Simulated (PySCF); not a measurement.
Species: C₉H₁₈.
Bonds: C1–C2, C2–C3, C3–C4, C4–C5, C5–C6, C6–C7, C6–C8, C8–C9, C6–C9. Hydrogens: H10, H11, H12 on C1; H13, H14 on C2; H15, H16 on C3; H17, H18 on C4; H19, H20 on C5; H21, H22, H23 on C7; H24, H25 on C8; H26, H27 on C9.

Method: PBE0-D3(BJ)/def2-SVP geometry optimisation, gas phase in PySCF; density fitting, grid level 1; the optimiser is geomeTRIC in internal coordinates, started from a GFN2-xTB structure with every atom displaced at random (about 0.01 Å).

Step 0: E = -9608.5869 eV
```
atom  x, y, z in Å  |  force x, y, z in eV/Å
C1      4.2197    0.6701   -0.2277   -1.786   1.203  -0.256
C2      2.7980    0.4820   -0.8088    0.562   0.218   1.142
C3      1.7465    0.2233    0.2758    1.381   0.162  -0.482
C4      0.4021    0.0145   -0.2959   -1.948   0.041   0.951
C5     -0.6644   -0.2590    0.7975    0.216   0.574  -0.212
C6     -2.0787   -0.3914    0.2731    0.248  -0.354   0.157
C7     -2.3104   -1.6474   -0.5420   -0.456   0.944  -0.335
C8     -2.7937    0.8598   -0.1218   -0.360  -0.927   0.889
C9     -3.2030    0.1154    1.1473    0.244  -0.166  -1.554
H10     4.5151   -0.1881    0.3358    0.449  -0.945   0.539
H11     4.2002    1.5432    0.4562    0.174  -0.213  -0.097
H12     4.9241    0.8799   -1.0166    0.636   0.039  -0.459
H13     2.7921   -0.3504   -1.5042    0.007  -0.462  -0.479
H14     2.4954    1.3731   -1.3689    0.028   0.208  -0.225
H15     1.7451    1.0627    0.9728   -0.053   0.373   0.303
H16     2.0594   -0.6444    0.8647    0.031  -0.333   0.199
H17     0.3964   -0.8231   -0.9824    0.100  -0.459  -0.544
H18     0.0594    0.8989   -0.8523    0.106   0.094  -0.206
H19    -0.3887   -1.1710    1.3514   -0.004  -0.038   0.103
H20    -0.6558    0.5799    1.5276    0.163  -0.227  -0.125
H21    -2.0460   -2.5306    0.0133    0.212  -0.721   0.495
H22    -1.7374   -1.6436   -1.4767    0.161   0.032  -0.112
H23    -3.3671   -1.7196   -0.8213   -0.190  -0.116  -0.065
H24    -2.3112    1.8054   -0.0102    0.561   0.830   0.117
H25    -3.4566    0.8029   -0.9645   -0.505  -0.011  -0.555
H26    -4.1454   -0.4191    1.1260   -0.301  -0.220  -0.035
H27    -2.9694    0.5393    2.0978    0.326   0.473   0.846
```

Step 1: E = -9608.7768 eV
```
atom  x, y, z in Å  |  force x, y, z in eV/Å
C1      4.2364    0.6526   -0.2152    0.103  -0.214   0.060
C2      2.8508    0.4469   -0.8028   -0.041  -0.038  -0.194
C3      1.7698    0.2764    0.2510   -0.237   0.026   0.071
C4      0.3658    0.0577   -0.3116    0.233  -0.080  -0.033
C5     -0.6762   -0.1853    0.7699   -0.059  -0.059   0.062
C6     -2.0914   -0.3853    0.2627   -0.014  -0.020   0.004
C7     -2.3139   -1.6099   -0.5922    0.004  -0.206   0.218
C8     -2.9018    0.8416   -0.0432    0.089   0.171  -0.136
C9     -3.2140    0.0198    1.1755    0.054   0.261   0.178
H10     4.5184   -0.1997    0.4350   -0.011   0.159  -0.139
H11     4.2751    1.5590    0.4061   -0.003   0.071   0.048
H12     5.0090    0.7529   -0.9961   -0.070  -0.029   0.052
H13     2.8500   -0.4417   -1.4649    0.027   0.088   0.067
H14     2.5899    1.3007   -1.4561    0.016  -0.037   0.031
H15     1.7574    1.1641    0.9114    0.020  -0.022  -0.001
H16     2.0274   -0.5755    0.9068    0.029  -0.003  -0.005
H17     0.3938   -0.8051   -1.0030   -0.014   0.067   0.020
H18     0.0716    0.9290   -0.9235   -0.021  -0.007   0.000
H19    -0.3873   -1.0742    1.3632    0.012   0.042  -0.011
H20    -0.6674    0.6634    1.4767   -0.006  -0.012  -0.010
H21    -2.1068   -2.5256   -0.0047    0.000   0.093  -0.135
H22    -1.6674   -1.6228   -1.4809    0.046   0.029  -0.051
H23    -3.3556   -1.6710   -0.9399   -0.019   0.016   0.002
H24    -2.4193    1.8201    0.0852   -0.100  -0.122   0.042
H25    -3.5930    0.7993   -0.8914    0.001   0.013   0.048
H26    -4.1324   -0.5718    1.1705   -0.017  -0.061  -0.005
H27    -2.9634    0.4475    2.1578   -0.022  -0.122  -0.185
```

Problem. Estimate the geometry and energy of step 2. (The exact step hangs on the optimiser's Hessian estimate; all steps are aligned on step 1, rigid shifts and turns removed.)

Solution. E = -9608.7845 eV, largest force 0.085 eV/Å
```
atom  x, y, z in Å  |  force x, y, z in eV/Å
C1      4.2304    0.6639   -0.2271    0.011  -0.009   0.031
C2      2.8396    0.4454   -0.8001    0.002   0.002  -0.027
C3      1.7683    0.2651    0.2653   -0.076   0.008   0.005
C4      0.3702    0.0387   -0.2965    0.081  -0.005   0.021
C5     -0.6779   -0.1989    0.7820   -0.026  -0.008   0.004
C6     -2.0899   -0.3863    0.2633   -0.023  -0.038   0.019
C7     -2.3134   -1.6128   -0.5905   -0.002  -0.022   0.028
C8     -2.8848    0.8513   -0.0528    0.038  -0.005  -0.061
C9     -3.2154    0.0345    1.1645   -0.028   0.078   0.020
H10     4.5346   -0.1813    0.4125    0.000   0.013  -0.022
H11     4.2676    1.5725    0.3958   -0.001  -0.003  -0.006
H12     4.9874    0.7720   -1.0186   -0.002   0.003  -0.002
H13     2.8443   -0.4397   -1.4617    0.004   0.002   0.015
H14     2.5655    1.2965   -1.4490    0.003  -0.001   0.006
H15     1.7556    1.1517    0.9262    0.010  -0.008   0.001
H16     2.0394   -0.5853    0.9177    0.014  -0.004  -0.011
H17     0.3995   -0.8210   -0.9888   -0.009   0.007   0.005
H18     0.0729    0.9088   -0.9085   -0.011  -0.003  -0.010
H19    -0.3952   -1.0851    1.3803   -0.001   0.001  -0.004
H20    -0.6698    0.6520    1.4853    0.010   0.003   0.000
H21    -2.1118   -2.5324   -0.0151    0.019   0.020  -0.017
H22    -1.6602   -1.6201   -1.4768   -0.009   0.012  -0.014
H23    -3.3538   -1.6654   -0.9450   -0.002   0.002  -0.002
H24    -2.4025    1.8236    0.0881   -0.007  -0.012   0.024
H25    -3.5729    0.8181   -0.9026   -0.008   0.001   0.011
H26    -4.1367   -0.5549    1.1535    0.008  -0.014  -0.004
H27    -2.9654    0.4519    2.1448    0.005  -0.021  -0.009
```

The energy changes by -0.0077 eV. The first-order estimate −F·Δx gives -0.0135 eV and the mean of the old and new forces, exact on a quadratic surface, -0.0082 eV. The step makes an angle of 81° with the force vector and moves no atom by more than 0.037 Å.

The cost below is that of the whole optimisation. The run took 3.2 min on AMD EPYC 7B13, one thread, no GPU (shared host), and the process peaked at 0.93 GiB of memory.
